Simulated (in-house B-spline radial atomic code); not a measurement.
**Pb: [Xe] 4f14 5d10 6s2 6p1 6f1 (an excited or competing configuration)**

All numbers are computed (Dirac-Hartree-Fock, average of configuration; Fermi nucleus of rms radius 5.5012 fm) with an all-electron radial atomic-structure program (B-spline basis), not measured.

Screening seen three ways: the hydrogenic charge with the same mean radius, Z_r = [3n² - l(l+1)]/(2<r>), the one with the same energy, Z_e = n√(-2ε), and Slater's rules. Values are occupation-weighted means over j. An effective charge above Z reflects the relativistic contraction of the inner shells.

```csv
shell,electrons,ε (eV),<r> (bohr),Z_r,Z_e,Slater
1s,2,-88604,0.01605,93.43,80.70,81.70
2s,2,-16004,0.06688,89.71,68.59,77.85
2p,6,-13878,0.06087,82.14,63.88,77.85
3s,2,-3918.4,0.1737,77.73,50.91,70.75
3p,6,-3290.1,0.1751,71.37,46.65,70.75
3d,10,-2578.3,0.16,65.61,41.30,60.85
4s,2,-931.43,0.384,62.50,33.10,54.25
4p,6,-719.61,0.4075,56.44,29.09,54.25
4d,10,-453.08,0.43,48.83,23.08,42.85
5s,2,-173.84,0.8644,43.38,17.87,24.35
4f,14,-165.1,0.4524,39.78,13.93,31.45
5p,6,-112.09,0.9825,37.15,14.35,24.35
5d,10,-35.919,1.288,26.78,8.12,10.85
6s,2,-21.246,2.311,23.36,7.50,6.00
6p,1,-12.308,3.039,17.44,5.71,6.00
6f,1,-0.54515,31.41,1.53,1.20,1.00
```

The least bound orbital is 6f5/2 at -0.5451 eV, and it is also the most diffuse (<r> = 31.41 bohr).

Spin-orbit splittings of the orbital energies (j = l + 1/2 above j = l - 1/2 when positive): 2p 2193 eV, 3p 495.5 eV, 3d 104.5 eV, 4p 122.9 eV, 4d 23.21 eV, 4f 5.219 eV, 5p 23.03 eV, 5d 2.786 eV, 6p 1.758 eV, 6f -6.232e-05 eV.

For the 1s electron the small component carries 9.78 % of the norm, the zero-frequency Breit interaction raises the level by 343.5 eV, self-energy by 222.9 eV, and vacuum polarisation lowers it by 47.57 eV.
